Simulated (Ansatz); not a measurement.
Mulliken charges of CHFGeN, SMILES `N#[C][GeH][F]` radical from ωB97M-V/def2-TZVPP in Ansatz (PBE0-D4/def2-TZVP geometry).

```csv
atom,x (Å),y (Å),z (Å),charge (e)
N1,0.958,-1.505,1.477,-0.035
C2,0.548,-0.785,0.674,-0.191
Ge3,0.026,0.350,-0.788,0.516
F4,-1.661,0.033,-1.015,-0.344
H5,0.179,1.834,-0.390,0.053
```

**Question.** By hand: the dipole of these point charges (1 e Å = 4.8032 D).

**Answer.** Σ q r = (0.456, 0.469, -0.259) e Å, of length 0.704 e Å = 3.38 D.

**Question.** How does the dipole of the full density compare? (An estimate is asked.)

**Answer.** The calculation gave: (0.164, 0.531, -0.476) e Å, 3.51 D; the point charges give 0.96 times that, at 30° from its direction.

Point charges leave out the atoms' own dipoles, such as those of lone pairs, and Mulliken's split depends on the basis, so the two needn't agree.
